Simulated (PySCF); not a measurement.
**Fluorine: a sound run and one with changed settings**

Sound run: F⁺ [He] 2s2 2p4, F²⁺ [He] 2s2 2p3. Calculation: PySCF 2.14, in cc-pVTZ-DK (4s3p2d1f, 30 functions); scalar relativity by spin-free X2C-1e. In the sound run the correlated levels freeze 1s2. The sound run starts from symmetry-adapted Hartree-Fock orbitals and uses a fine grid where one is needed.

Changed run: a valence shell is frozen. This setting is unsound on purpose.

| species | method | sound run (hartree) | changed run (hartree) | converged |
| --- | --- | --- | --- | --- |
| F⁺ | MP2 | -99.06090 | -98.98504 | yes |
| F⁺ | CCSD(T) | -99.07821 | -98.99187 | yes |
| F²⁺ | MP2 | -97.79003 | -97.71457 | yes |
| F²⁺ | CCSD(T) | -97.80526 | -97.71799 | yes |

Ionisation energy of F⁺:

```tsv
method	sound run (eV)	changed run (eV)
UHF	33.379	33.379
MP2	34.582	34.571
SCS-MP2	34.682	34.787
CCSD	34.615	34.649
CCSD(T)	34.639	34.664
```

Freezing a valence shell removes pair correlation that changes on ionisation.

For comparison, NIST gives 34.971 eV between the lowest levels.
